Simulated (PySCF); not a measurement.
SMILES [GeH3][TeH], singlet (B3LYP/def2-SVP optimised geometry):

```
6

Te    -1.435    -1.661     2.039
H     -0.741    -0.583     3.113
Ge    -0.508    -0.351     0.000
H      1.034    -0.351     0.000
H     -1.034    -1.100    -1.240
H     -1.028     1.100     0.000
```

Computed with B3LYP/def2-TZVP, def2 effective core potentials past Kr in PySCF 2.14.0.

Task: What are the frontier orbital energies and the dipole moment?

Result: HOMO-2 -9.41 eV, HOMO-1 -8.13 eV, HOMO -6.23 eV, LUMO -1.27 eV, LUMO+1 -0.49 eV; dipole moment 0.69 D.

On the same geometry PySCF with PBE/def2-TZVP, def2 effective core potentials past Kr gives HOMO-2 -8.38 eV, HOMO-1 -7.34 eV, HOMO -5.41 eV, LUMO -1.81 eV, LUMO+1 -1.06 eV; dipole moment 0.67 D.
